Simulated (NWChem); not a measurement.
System: C$_{4}$H$_{4}$ClF; SMILES C(/Cl)(F)=C\C=C

Input file for NWChem:

```
start job
memory heap 200 mb stack 900 mb global 1100 mb
geometry units angstroms noautoz
  C      0.481312    -3.108308     0.000000
  C     -0.185959    -1.930634     0.000000
  C      0.459031    -0.631041     0.000000
  C     -0.218385     0.541630     0.000000
  F     -1.552245     0.603620     0.000000
  Cl     0.519490     2.102302     0.000000
  H      1.582905    -3.144744     0.000000
  H     -0.055091    -4.068433     0.000000
  H     -1.288922    -1.932735     0.000000
  H      1.557358    -0.573535     0.000000
end
basis spherical
  * library 6-31+g*
end
dft
  xc xpbe96 cpbe96
  iterations 150
end
tddft
  cis
  nroots 6
  notriplet
end
task tddft energy
```

Coordinates come from a PBE-D3(BJ)/def2-SVP optimisation.

Vertical excitations in the gas phase.

Problem. Predict the main results of this run. (PBE/6-31+G* (spherical d), TDA.) Quantities: basis functions; lowest excitation, singlet (eV); oscillator strength of that lowest state; lowest state with f > 0.02, singlet (eV); orbital gap (eV).

Solution. 
```yaml
number_of_basis_functions: 120
lowest excitation, singlet (eV): 5.19
oscillator_strength_of_that_lowest_state: 0.000
lowest state with f > 0.02, singlet (eV): 5.51
orbital gap (eV): 3.61
```
